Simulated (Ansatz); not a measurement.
Program: Ansatz. Geometries: PBE0-D4/def2-TZVP. ΔE: electronic, gas phase. CCSD(T)/CBS adds triple-zeta CCSD(T) − MP2 to the extrapolated MP2 energy (def2 sets, frozen cores). This one scheme is used for every species. For Ge outer-core shells are correlated without core-valence functions, which leaves a few kJ/mol of doubt a bond. Scalar relativity is left out up to krypton. One conformer a species, not always the lowest.

Reaction (ligand exchange at a Ge–C bond): `F[CH]([GeH3])CCl` + `[OH][GeH3]` → `[GeH3][O][GeH3]` + `FCCCl`

```csv
species,CCSD(T)/CBS(def2) energy (Eh)
`F[CH]([GeH3])CCl`,-2715.37555
`[OH][GeH3]`,-2153.69723
`[GeH3][O][GeH3]`,-4231.02116
`FCCCl`,-638.07481
```

(1) Work out ΔE.

Largest T1 diagnostic among the species: 0.012.

Answers

(1) ΔE = (-4231.02116) + (-638.07481) − (-2715.37555) − (-2153.69723) = -0.02319 Eh = -60.9 kJ/mol.

From PBE to PBE0 (25 % exact exchange), in def2-TZVPP and without D4, ΔE moves by −6.0 kJ/mol. In def2-TZVPP, CCSD(T) changes the Hartree–Fock value by +25.5 kJ/mol (the triples alone add +2.5 kJ/mol) and MP2 by +24.5 kJ/mol.
